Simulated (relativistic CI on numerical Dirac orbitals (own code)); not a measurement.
**d5 in a ligand field**

Computed with a parametric ligand-field model of a d^n configuration (Racah B and C, spin-orbit zeta, crystal field), exact diagonalisation.

Field parameters in Wybourne normalisation: Oh B⁴₀ = 21Dq, B⁴₄ = √(5/14) B⁴₀; Td as Oh with Dq negative (B⁴₀ = 21Dq, B⁴₄ = √(5/14) B⁴₀). The field is a parameter set, without covalency.

(1) Lowest levels for B = 410, C = 1470, ζ = 340 cm⁻¹, Oh, 10Dq = 10150 cm⁻¹?

(2) Lowest levels for B = 1040, C = 3950, ζ = 470 cm⁻¹, Oh, 10Dq = 12600 cm⁻¹?

(3) Lowest levels for B = 330, C = 1360, ζ = 1300 cm⁻¹, Oh, 10Dq = 39400 cm⁻¹?

(4) Lowest levels for B = 680, C = 2470, ζ = 370 cm⁻¹, Oh, 10Dq = 14350 cm⁻¹?

(5) Lowest levels for B = 810, C = 4080, ζ = 80 cm⁻¹, Td, 10Dq = -8250 cm⁻¹?

## Answers

(1) Γ7 0 (S 0.56), Γ8 636 (S 0.59), Γ8 1096 (S 2.45), Γ7 1098 (S 2.46), Γ8 3686 (S 1.51), Γ8 3736 (S 1.51), Γ6 3766 (S 1.50), Γ7 3781 (S 1.52), Γ6 6546 (S 1.50) cm⁻¹, with S from ⟨S²⟩ = S(S + 1). The ground level has 0.11 electrons in the cubic e pair.

(2) Γ7+Γ8 0 (S 2.50), Γ7 20211 (S 1.48), Γ8 20287 (S 1.49), Γ8 20406 (S 1.50), Γ6 20488 (S 1.50), Γ7 24888 (S 0.62), Γ8 25446 (S 0.89), Γ7 25993 (S 1.45), Γ6 26098 (S 1.50) cm⁻¹, with S from ⟨S²⟩ = S(S + 1). The ground level has 2.00 electrons in the cubic e pair.

(3) Γ7 0 (S 0.51), Γ8 2173 (S 0.51), Γ8 33369 (S 1.48), Γ7 33777 (S 1.50), Γ8 34150 (S 1.49), Γ6 34533 (S 1.49), Γ6 36414 (S 1.48), Γ8 36554 (S 1.47), Γ8 36832 (S 1.45) cm⁻¹, with S from ⟨S²⟩ = S(S + 1). The ground level has 0.02 electrons in the cubic e pair.

(4) Γ7 0 (S 2.49), Γ8 0 (S 2.49), Γ7 3456 (S 0.55), Γ8 4152 (S 0.54), Γ8 6794 (S 1.50), Γ8 6859 (S 1.49), Γ7 6885 (S 1.48), Γ6 6896 (S 1.50), Γ6 11435 (S 1.50) cm⁻¹, with S from ⟨S²⟩ = S(S + 1). The ground level has 1.99 electrons in the cubic e pair.

(5) Γ7+Γ8 0 (S 2.50), Γ6 23032 (S 1.50), Γ8 23041 (S 1.50), Γ7 23056 (S 1.50), Γ8 23057 (S 1.50), Γ6 26512 (S 1.50), Γ8 26512 (S 1.50), Γ8 26533 (S 1.50), Γ7 26545 (S 1.50) cm⁻¹, with S from ⟨S²⟩ = S(S + 1). The ground level has 2.00 electrons in the cubic e pair.
